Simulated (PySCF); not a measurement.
**How methods differ on the ionisation energy of Hf²⁺**

Hf²⁺ [Xe] 4f14 5d2 (3F) → Hf³⁺ [Xe] 4f14 5d1 (2D), as a difference of total energies. Computed with PySCF 2.14 in aug-cc-pVTZ-PP with one added diffuse shell each of s, p, d, f, g type with ECP60MDF (7s7p6d4f3g, 113 functions), with scalar relativity through the core potential. Correlated levels: valence: 5s2 5p6 frozen. The calculations carry no spin-orbit coupling.

```csv
method,ionisation energy (eV),difference from reference (eV)
UHF,21.537,-1.013
LDA,22.580,+0.030
PBE0,22.506,-0.044
r2SCAN,22.486,-0.064
TPSS,22.430,-0.120
CAM-B3LYP,22.462,-0.088
r2SCANh,22.476,-0.074
MP2 (valence),21.629,-0.921
SCS-MP2 (valence),21.568,-0.982
```

Reference: 22.55 ± 0.04 eV (theoretical estimate listed by NIST; NIST Atomic Spectra Database, ionization energies).

The reference lies between the lowest fine-structure levels, while these numbers refer to the centres of the terms.

Errors of the correlated levels include the incompleteness of this basis and the frozen core.
